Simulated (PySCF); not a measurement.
C₂H₃ClFNSi, SMILES [Si@](F)(C#C)(Cl)N.

Coordinates come from a B3LYP-D3(BJ)/def2-SVP optimisation. The structure was generated by enumeration; whether it is a known compound was not checked. The values are those of a single conformer.

Calculation: PySCF with PBE/def2-TZVP.

The molecule is in vacuum.

| Quantity | Value |
|---|---|
| total energy | -981.93230 hartree |
| highest occupied level | -6.76 eV |
| lowest empty level | -1.56 eV |
| orbital gap | 5.19 eV |
| dipole moment | 2.66 D |
| quadrupole, principal values (traceless, Buckingham form, about the centre of nuclear charge) | -12.20, 0.83, 11.36 D·Å |
| mean static polarisability | 63.4 bohr³ (9.40 Å³) |
| polarisability, principal values | 48.5, 59.2, 82.6 bohr³ |
